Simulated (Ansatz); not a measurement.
Energy profile

The step: Si₂H₆O ([SiH3][O][SiH3]) + PH₃ → Si₂PH₇O ([SiH3][O][SiH2][PH2]) + H₂; bonds formed: Si1–P8, H2–H7; bonds broken: Si1–H2, H7–P8 (atoms numbered as in the saddle structure below).

```tsv
atom	x (Å)	y (Å)	z (Å)
Si1	-0.7792	0.8600	0.0983
H2	1.0173	0.3927	-0.1648
O3	-0.9219	-0.4544	1.0838
Si4	0.1965	-1.4959	1.6945
H5	-2.2200	1.0977	-0.2041
H6	-0.2368	2.1114	0.6881
H7	1.3911	0.9727	-1.1857
P8	0.1216	0.9881	-2.0329
H9	1.2498	-0.7817	2.4620
H10	-0.5301	-2.4184	2.6012
H11	0.8381	-2.2824	0.6082
H12	-0.4145	1.3874	-3.3182
H13	0.2882	-0.3773	-2.3302
```

Electronic energies by CCSD(T) at an estimated basis limit (MP2 extrapolated from triple and quadruple zeta, plus CCSD(T) − MP2 in triple zeta), on PBE0-D4/def2-TZVP structures; Si2PH9O, closed shell; no counterpoise correction. Program: Ansatz 0.2.0. Basis: def2-TZVPP and def2-QZVPP. Cores are frozen in the correlated methods. Extrapolation: Hartree–Fock as exp(−7.88 √X), correlation as X^−2.97.

(1) Give the profile in eV, counted from the separated reactants. (Judge from chemistry; the value comes from the calculation.)

No T1 diagnostic of these runs exceeds 0.015.

Answers

(1) The calculation gives:
```csv
point,eV
"separated: Si2H6O (linked as [SiH3][O][SiH3]; Si1, H2, O3, Si4, H5, H6, H9, H10, H11; singlet) + PH3 (H7, P8, H12, H13; singlet)",0.000
start structure,-0.087
saddle,2.496
end structure,-0.084
"separated: Si2PH7O (linked as [SiH3][O][SiH2][PH2]; Si1, O3, Si4, H5, H6, P8, H9, H10, H11, H12, H13; singlet) + H2 (H2, H7; singlet)",-0.048
```

For scale, one of the runs: CCSD(T)/def2-TZVPP, 283 basis functions, launched by `ansatz run in.yaml --threads 8 --pin off --events-out ev --progress --plain --max-ram 19148MiB`. The run took 86 s on 8 CPU threads of an Arm Neoverse V2 (shared host), with 7.6 GiB of host memory at its peak.
